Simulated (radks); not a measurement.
Numerical settings for the gadolinium ion Gd52+, [Ne] 3s2. All-electron calculation, Dirac Kohn-Sham, PBE, spin-unpolarised, spherical densities, point nucleus. Program: a radial shooting solver on a logarithmic mesh with Libxc functionals. The defaults (mesh step 0.008 in ln r, mesh end at 40 bohr or more with all orbitals vanishing there, Anderson mixing 0.5 over 9 steps, residual threshold near 1e-9 with the energy settled to 1e-9 hartree or 1e-11 of itself, here a cap of 90 iterations) give E = -8414.0098 hartree and 3s1/2 at -4882.9 eV in 13 iterations. Run on one thread of a shared host, so times are rough (Arm Neoverse N1): 0.07 s of CPU time, 0.07 s wall, 13 iterations on 2476 mesh points. One setting is changed at a time: mesh step in ln r 0.2; mesh step in ln r 0.012; mesh step in ln r 0.003; mesh end (bohr) 1; mesh end (bohr) 3; residual threshold 0.001; residual threshold 1e-13; mixing 0.01; linear mixing, mixing 0.05; linear mixing, mixing 0.5; mixing history 2; iteration cap 2. Which runs fail to converge, and which converge to a wrong energy?

Answer. Not converged within the cap: mesh step in ln r 0.2; linear mixing, mixing 0.05; iteration cap 2. No run marked as converged misses the energy by more than 1 mhartree.
